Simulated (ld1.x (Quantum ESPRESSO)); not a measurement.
**Te, TM: configuration errors across variants**

* Element: Te
* Generator: ld1.x (Quantum ESPRESSO) 7.5
* Type: norm-conserving Troullier–Martins (Kleinman–Bylander form)
* Functional: PBE
* Relativity: scalar-relativistic
* Frozen core: [Kr]
* Valence charge: 16
* Reference configuration: 4d10 5s1 5p5
* Partial waves: 5p (bound): rc 2.10 bohr; 4d (bound): rc 1.25 bohr; 5s (bound): rc 1.95 bohr
* Local potential: the s channel
* Core correction: none

All-electron excitation energies from the reference (eV): (1) 4d10 5s2 5p4 -9.255; (2) 4d10 5s2 5p3 0.474; (3) 4d10 5s2 5p2 18.398; (4) 4d10 5s1 5p4 10.316; (5) 4d9 5s2 5p4 39.999; (6) 4d10 5s2 5p0 81.779; (7) 4d10 5s2 5p1 45.296.

A true bound ghost makes a file unfit for plane-wave use even where its test errors are small: the radial tests pick states by their node count and pass the ghost by.

Errors AE − PS in meV (a dash: test not solved or not reliable):

| change | (1) | (2) | (3) | (4) | (5) | (6) | (7) | bound ghosts |
| --- | --- | --- | --- | --- | --- | --- | --- | --- |
| base | -0.5 | -5.7 | -8.8 | -0.7 | -353 | +20 | -4.1 | none |
| all radii scaled by about 0.75 (s 1.46, p 1.58, d 0.94 bohr) | +2.4 | -1.3 | -2.2 | -0.9 | -196 | +50 | +8.7 | p |
| all radii scaled by about 0.84 (s 1.64, p 1.76, d 1.04 bohr) | +1.7 | -2.6 | -4.3 | -0.4 | -328 | +23 | +1.3 | none |
| all radii scaled by about 0.91 (s 1.78, p 1.92, d 1.14 bohr) | +0.7 | -4.0 | -6.8 | -0.6 | -364 | +18 | -2.7 | none |
| all radii scaled by about 1.12 (s 2.18, p 2.34, d 1.40 bohr) | -2.4 | -8.3 | -11 | -0.4 | -271 | +25 | -3.6 | none |
| all radii scaled by about 1.17 (s 2.28, p 2.46, d 1.46 bohr) | -4.0 | -10 | -12 | 0.0 | -211 | +27 | -3.0 | none |
| all radii scaled by about 1.25 (s 2.42, p 2.62, d 1.56 bohr) | -5.0 | -12 | -14 | +0.4 | -118 | +11 | -7.7 | none |
| all radii scaled by about 1.32 (s 2.58, p 2.78, d 1.64 bohr) | -11 | -19 | -17 | +1.2 | +22 | +27 | -2.8 | none |
| all radii scaled by about 1.39 (s 2.72, p 2.92, d 1.74 bohr) | -16 | -23 | -20 | +1.6 | +138 | +27 | -2.7 | none |

(1) Give the same row for: all radii scaled by about 1.05 (s 2.04, p 2.20, d 1.32 bohr).

Results:

(1) -1.3, -6.8, -9.7, -0.6, -323, +23, -3.9; bound ghosts: none.
